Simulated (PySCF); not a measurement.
# Circular dichroism: `C1CO[C@@H](F)[C@@H]1S`, C$_{4}$H$_{7}$FOS

Geometry (Å), atoms numbered from 1 in this order:
```xyz
14

F     0.030    2.243   -0.234
C    -0.483    1.136    0.433
O     0.465    0.591    1.251
C     1.312   -0.256    0.468
C     0.516   -0.642   -0.794
C    -0.827    0.068   -0.607
S    -2.134   -1.030    0.035
H    -1.324    1.506    1.027
H     1.569   -1.111    1.096
H     2.226    0.288    0.212
H     0.389   -1.719   -0.885
H     1.012   -0.273   -1.691
H    -1.227    0.502   -1.521
H    -1.525   -1.302    1.188
```

Level of theory: PySCF 2.14.0, TDDFT wB97X-D/aug-cc-pVDZ circular dichroism and optical rotation, one conformer, gas phase. Geometry: GFN2-xTB.

The molecule is flexible and this is one conformer; a measurement averages over conformers.

Assign R or S to each stereocentre.

C2 S, C6 R.

Which excitations and rotatory strengths does the calculation give?

Rotatory strengths R in 10⁻⁴⁰ esu² cm², velocity form and length form (origin at the centre of mass); f in length form.
```csv
state,E (eV),λ (nm),f,R (velocity),R (length),main
1,5.68,218,0.005,-0.5,-0.5,"HOMO→LUMO+7 0.31, HOMO→LUMO 0.24"
2,6.32,196,0.038,+1.2,+1.3,"HOMO→LUMO+4 0.24, HOMO→LUMO 0.24"
3,7.01,177,0.007,-1.3,-1.2,HOMO→LUMO+1 0.64
4,7.27,171,0.011,+8.2,+7.8,"HOMO→LUMO+2 0.25, HOMO→LUMO 0.24"
5,7.44,167,0.025,-7.8,-7.9,"HOMO→LUMO+3 0.47, HOMO→LUMO+5 0.14"
6,7.62,163,0.029,-8.4,-7.5,"HOMO−1→LUMO 0.24, HOMO→LUMO+5 0.23"
7,7.77,160,0.004,+5.3,+5.2,HOMO−1→LUMO 0.39
8,7.93,156,0.020,+2.9,+2.6,"HOMO→LUMO+4 0.19, HOMO→LUMO+8 0.19"
9,8.22,151,0.002,+3.8,+3.5,"HOMO−1→LUMO+2 0.21, HOMO→LUMO+6 0.18"
10,8.26,150,0.004,-0.3,-0.6,"HOMO→LUMO+8 0.26, HOMO→LUMO+7 0.17"
11,8.40,148,0.025,+3.4,+3.0,"HOMO−2→LUMO 0.26, HOMO−1→LUMO+2 0.15"
12,8.44,147,0.003,+8.9,+9.1,"HOMO−2→LUMO 0.12, HOMO−1→LUMO+2 0.12"
```

Among the states computed, the strongest CD band (largest |R|) is state 12. The largest dissymmetry factor in size, g = 4R/(D+G), with D and G the electric and magnetic dipole strengths, is +0.035 for state 12 (velocity form, f = 0.003), among bands with |R| over 0.5. The mirror image has the same energies and oscillator strengths and all R with the opposite sign.
